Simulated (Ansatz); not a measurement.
```xyz
2

B     0.0000    0.0000   -1.1890
Al    0.0000    0.0000    1.1890
```

Basis set: 6-31G (spherical functions). Left uncorrelated: 6 orbitals. Charge 0, multiplicity 3.

Computed with Ansatz (development build ahead of 0.2.0); the reference of a correlated method needn't be the lowest determinant of its kind.

Problem. Give the atomization energy at this shape (free ground-state atoms in the same class of orbitals less the molecule, no zero-point energy) of triplet AlB by UHF-BCCD(T), UHF-CCSD(T).

Solution.

```csv
method,atomization energy
UHF-BCCD(T),132.8 kJ/mol
UHF-CCSD(T),132.4 kJ/mol
```

Caution: the reference determinant was not shown to be the lowest.

This basis has no polarisation functions and is too small for such energies, which can lie far from measured ones in either direction.
